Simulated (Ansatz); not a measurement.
`O[SiH](F)CS` → C• + F• + 5 H• + O• + S• + Si•  (atomization)

Program: Ansatz. Geometries: PBE0-D4/def2-TZVP. ΔE: electronic, gas phase. CBS: MP2 limit from def2 TZ/QZ plus the TZ coupled-cluster correction, frozen cores. This one scheme is used for every species, atoms too. DFT in def2-TZVPP. Open shells (•) are unrestricted, without spin–orbit coupling. Spin–orbit coupling would lower the free atoms: a little for C, F, O, S, Si. Each species was taken in one conformer, which may not be the lowest.

`O[SiH](F)CS`:

```xyz
10

O    -1.117   -0.079    1.471
Si   -0.652    0.819    0.194
F     0.175    2.097    0.680
C     0.480   -0.131   -0.950
S     1.623   -1.198   -0.015
H    -0.409   -0.508    1.960
H    -1.889    1.297   -0.455
H    -0.055   -0.722   -1.695
H     1.117    0.568   -1.498
H     0.726   -2.143    0.307
```

```csv
species,PBE0-D4 energy (Eh)
`O[SiH](F)CS`,-903.63222
C•,-37.80537
F•,-99.67617
H•,-0.50104
O•,-75.01860
S•,-397.97374
Si•,-289.24948
```

(1) Work out ΔE.

Largest T1 diagnostic among the species: 0.012.

Results:

(1) ΔE = 5 × (-0.50104) + (-37.80537) + (-99.67617) + (-75.01860) + (-397.97374) + (-289.24948) − (-903.63222) = 1.40366 Eh = +880.8 kcal/mol. CCSD(T)/CBS gives +890.8 kcal/mol.

In def2-TZVPP, CCSD(T) changes the Hartree–Fock value by +221.1 kcal/mol (the triples alone add +13.2 kcal/mol) and MP2 by +240.2 kcal/mol; breaking electron pairs costs correlation energy, which Hartree–Fock lacks. From PBE to PBE0 (25 % exact exchange), in def2-TZVPP and without D4, ΔE moves by −15.6 kcal/mol: exact exchange takes away binding that semilocal exchange gives to molecules. The D4 term adds +8.8 kcal/mol with B3LYP and +4.6 kcal/mol with PBE0; it sums over pairs of atoms, weighted by their polarisabilities, and B3LYP, whose exchange is more repulsive, gets the larger term.

B3LYP here is the variant with VWN-RPA as its local correlation; programs differ in this.

For atomizations the MP2-based limit and the directly extrapolated one differ by several kJ/mol either way, and by 10 to 25 for some Ge, Se and Sn compounds, so smaller differences from it don't rank the levels.
